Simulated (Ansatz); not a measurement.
Ansatz results at the PBE0-D4/def2-TZVP geometry: LUMO energy (PBE/def2-TZVPP) -1.96 eV; HOMO–LUMO gap (PBE/def2-TZVPP) 4.51 eV; LUMO energy (B3LYP/def2-TZVPP) -1.18 eV.

Each molecule was computed in one conformer, which needn't be the lowest.

Task: Which molecule gave them?
A. `OCBO[SiH3]`
B. `C/C=[CH]\[GaH][SH]`
C. `CO[SiH2]BO`
D. `C[SiH](O)BO`

Result: C. The others give `OCBO[SiH3]`: -1.24, 4.90, -0.47; `C/C=[CH]\[GaH][SH]`: -2.22, 4.03, -1.66; `C[SiH](O)BO`: -1.94, 3.99, -1.20.

B3LYP here is the variant with VWN-RPA as its local correlation; programs differ in this.
